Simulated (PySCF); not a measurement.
²⁹Si chemical shifts

[PySCF: shielding tensors at PBE0/pcSseg-1 (GIAO); GFN2-xTB geometry; non-relativistic Hamiltonian; one computed conformer; equivalent nuclei averaged; no solvent]

Shieldings were converted by a linear fit to measured shifts: ²⁹Si: δ = 279.94 − 0.822σ (rms 8.9 ppm, 72 shifts, 25.8 ppm with the 6 outliers that the fit left out vs TMS, solution or neat liquid). Occasional misses reach two or three times the rms, and more in compound classes unlike the fitted ones.

Problem. Give the ²⁹Si shifts of `C=C[Si@@H]1C[C@H]1SCC`, `C=C[C@@H]1O[SiH2]O[C@@H](C=O)O1`, `C[SiH2]C[C@@H](F)[SiH3]`, `C=CCN[Si@H](N)F`, `C[SiH2]C(=O)O[C@@H]1OCC1=O`, `F[C@H]([SiH2]CCl)[SiH2]C(F)(F)F`.

Solution. 
```tsv
compound	environment	δ (ppm)
C=C[Si@@H]1C[C@H]1SCC	silicon bonded to 3 C, H, in a 3-membered ring	-108.5
C=C[C@@H]1O[SiH2]O[C@@H](C=O)O1	silicon bonded to 2 O, 2 H, in a 6-membered ring	-31.4
[CH3:1][SiH2:2][CH2:3][C@@H:4]([F:5])[SiH3:6]	Si2: silicon bonded to 2 C, 2 H	-38.0
[CH3:1][SiH2:2][CH2:3][C@@H:4]([F:5])[SiH3:6]	Si6: silicon bonded to C, 3 H	-61.6
C=CCN[Si@H](N)F	silicon bonded to F, 2 N, H	-36.2
C[SiH2]C(=O)O[C@@H]1OCC1=O	silicon bonded to 2 C, 2 H	-50.0
[F:1][C@H:2]([SiH2:3][CH2:4][Cl:5])[SiH2:6][C:7]([F:8])([F:9])[F:10]	Si3: silicon bonded to 2 C, 2 H	-41.5
[F:1][C@H:2]([SiH2:3][CH2:4][Cl:5])[SiH2:6][C:7]([F:8])([F:9])[F:10]	Si6: silicon bonded to 2 C, 2 H	-42.0
```

Problem. Match the shifts -8.8, -31.5, -47.2, -56.2, -108.5 ppm to `O=CO/C=C/[C@H]1CO[SiH2]O1`, `C[SiH2]c1cc(Cl)cs1`, `C=C[Si@@H]1C[C@H]1SCC`, `C=C[C@@H]1O[SiH2]O[C@@H](C=O)O1`, `[SiH3]Cc1ccc(Cl)s1`.

Solution. -8.8: O=CO/C=C/[C@H]1CO[SiH2]O1 (silicon bonded to 2 O, 2 H, in a 5-membered ring); -31.5: C=C[C@@H]1O[SiH2]O[C@@H](C=O)O1 (silicon bonded to 2 O, 2 H, in a 6-membered ring); -47.2: C[SiH2]c1cc(Cl)cs1 (silicon bonded to 2 C, 2 H); -56.2: [SiH3]Cc1ccc(Cl)s1 (silicon bonded to C, 3 H); -108.5: C=C[Si@@H]1C[C@H]1SCC (silicon bonded to 3 C, H, in a 3-membered ring).
